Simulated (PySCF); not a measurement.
Gas-phase reaction: Sn(OH)2 = SnO2 + H2. Level: M06-2X/def2-TZVP†; standard pressure 1 bar.

Energies from PySCF, thermal terms from the rigid-rotor harmonic-oscillator model, ideal gas at 1 bar. † marks an energy on the PBE0/def2-TZVP geometry and frequencies. All species are closed-shell singlets. Sn: scalar-relativistic def2 core potential, no spin-orbit coupling. Sn(OH)2, SnO2: computed as isolated molecules; such fragments, hydroxides, amides, oligomers or adducts are transient or little studied in the gas. The harmonic model lacks anharmonicity and excited electronic states, which grow with temperature; levels with a mode under 35 cm⁻¹ are left out. Internal rotation in Sn(OH)2 is treated as a harmonic vibration of one conformer, which makes the entropy rough.

| T (K) | 1000/T (1/K) | log10 K |
|---|---|---|
| 1000 | 1.0000 | -18.73 |
| 1200 | 0.8333 | -14.79 |
| 1400 | 0.7143 | -11.97 |
| 1600 | 0.6250 | -9.86 |
| 1800 | 0.5556 | -8.23 |
| 2000 | 0.5000 | ? |

Question: Fit log10 K = a + b·(1000/T) to the five rows, get the mean ΔH° and ΔS°, and predict log10 K at 2000 K.

Answer: Means: 1000/T = 0.7456, log10 K = -12.716. Sums of products about the means: Sxy = -2.93197, Sxx = 0.124035, so b = Sxy/Sxx = -23.64 and a = -12.716 − (-23.64)×0.7456 = 4.91.
ΔH° = −R ln 10 × 1000 K × b = −19.145 × (-23.64) = 453 kJ; ΔS° = R ln 10 × a = 94 J/K. The run's own values go from 453 kJ and 95 J/K at 1000 K to 450 kJ and 92 J/K at 2000 K.
Prediction at 2000 K: 4.91 + (-23.64)×0.5000 = -6.91. The computed value is -6.92, 0.01 from the line.
For scale, ΔH°(298 K) is 452 kJ at this level, 447 kJ at ωB97M-V/def2-TZVP†, and runs from 364 to 520 kJ over the 18 levels computed.
